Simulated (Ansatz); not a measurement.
Species: sum formula SiHSCl2 (charge 0, doublet). It need not be the lowest isomer of its formula. SMILES: S[Si](Cl)Cl
Structure (B3LYP-D3(BJ)/def2-TZVP (Ansatz, a first-principles code) minimum search):
```xyz
5

S      1.4157    -0.3135     1.3676
Si     0.1035    -0.4378    -0.3232
Cl    -1.7960    -0.5839     0.4709
Cl     0.2312     1.2450    -1.5273
H      2.5013    -0.0934     0.6032
```
Charge 0, spin multiplicity 2.

Atomisation energy built up term by term with Ansatz (kcal/mol; UHF references for open shells; valence terms freeze the core; atomic spin-orbit terms are left out). Basis-set limits of correlation are two-point, X^-3; Hartree-Fock from the larger set.

```json
[
 {"term": "Hartree-Fock", "basis": "aug-cc-pV(Q+d)Z", "kcal/mol": "245.62"},
 {"term": "CCSD correlation", "basis": "CBS(aug-cc-pV(T+d)Z,aug-cc-pV(Q+d)Z)", "kcal/mol": "91.27"},
 {"term": "(T)", "basis": "CBS(aug-cc-pV(T+d)Z,aug-cc-pV(Q+d)Z)", "kcal/mol": "10.37"},
 {"term": "core correlation", "basis": "cc-pwCVTZ", "kcal/mol": "0.44"},
 {"term": "scalar relativity (X2C)", "basis": "cc-pVTZ-DK against cc-pVTZ", "kcal/mol": "-1.24"},
 {"term": "sum: De", "basis": "", "kcal/mol": "346.5"}
]
```

(T) makes 3.0 % of the CCSD(T) atomisation energy; under 5 % is typical of single-reference molecules.
